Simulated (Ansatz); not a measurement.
Nd, quintet (core potentials on Nd). Base run: B3LYP/def2-TZVP run with Ansatz (an electronic-structure program).

Ansatz was given this input:
Ansatz 0.2 input:
```yaml
crystal:
  periodic: [false, false, false]
  atoms:
    - {symbol: Nd, position_ang: [0.00000000, 0.00000000, 0.00000000]}
basis:
  gaussian:
    orbitals: def2-TZVP
hamiltonian:
  xc: b3lyp
magnetization: {spin_polarized: true, initial_magnetization: 4}
```

Each row names what was changed in the base input (with any setting that the change needs).

```
change                                                                basis functions       E (Eh)                outcome
--------------------------------------------------------------------  ---------------  -----------  ---------------------
base                                                                               93   -561.40921              converged
basis = x2c-SVPall; relativity = spin-free X2C                                     85  -9623.50863              converged
basis = ANO-RCC-VDZP; relativity = spin-free X2C; nucleus = Gaussian               68  -9623.04929              converged
basis = ANO-RCC-VDZP; relativity = spin-free X2C                                   68  -9623.57779              converged
basis = x2c-TZVPall; relativity = spin-free X2C; nucleus = Gaussian               104  -9623.39265              converged
basis = x2c-TZVPall; relativity = spin-free X2C                                   104  -9623.84771              converged
basis = x2c-TZVPall; relativity = none                                              -            -  cut at the time limit
basis = ANO-RCC-VDZP; relativity = none                                            68  -8764.61545              converged
basis = x2c-SVPall; relativity = spin-free X2C; nucleus = Gaussian                 85  -9623.08554              converged
basis = x2c-SVPall; relativity = none                                               -            -  cut at the time limit
```

Totals shift with the method and basis; they matter in differences.

Ansatz warned in this series: the basis is contracted for relativity, which the run leaves out.

Basis sets contracted for a relativistic Hamiltonian are a mismatch without it, so the rows without relativity aren't non-relativistic limits. No row has spin-orbit coupling; sets with core potentials leave out the core electrons.
